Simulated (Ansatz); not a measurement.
Compare A (`COC1=N[SiH]1C`) with its isomer B (`C=CN([SiH3])C=O`).

Calculated with Ansatz (gas phase, PBE0-D4/def2-TZVP geometries, no zero-point term in ΔE). CCSD(T)/CBS adds triple-zeta CCSD(T) − MP2 to the extrapolated MP2 energy (def2 sets, frozen cores). Functionals use def2-TZVPP. B3LYP here is the variant with VWN-RPA as its local correlation; programs differ in this. Each species was taken in one conformer, which may not be the lowest.

Question: Which isomer does CCSD(T)/CBS put lower? Give the gap. (An estimate is asked.)

Answer: Ansatz gave: B, by 96.7 kJ/mol.

Question: Give E(B) − E(A) in kJ/mol with CCSD/def2-TZVPP, CCSD(T)/def2-TZVPP, PBE-D4, HF/def2-TZVPP, PBE0-D4, B3LYP, B3LYP-D4. (Estimate.)

Answer: Ansatz gave: CCSD/def2-TZVPP -100.4, CCSD(T)/def2-TZVPP -98.6, PBE-D4 -91.3, HF/def2-TZVPP -121.5, PBE0-D4 -90.8, B3LYP -103.8, B3LYP-D4 -110.1. None reverses the order clearly.

Largest T1 diagnostic: 0.015.

The D4 term adds −6.3 kJ/mol with B3LYP and −3.3 kJ/mol with PBE0; it sums over pairs of atoms, weighted by their polarisabilities, and B3LYP, whose exchange is more repulsive, gets the larger term. In def2-TZVPP, CCSD(T) changes the Hartree–Fock value by +22.9 kJ/mol (the triples alone add +1.8 kJ/mol) and MP2 by +28.7 kJ/mol.
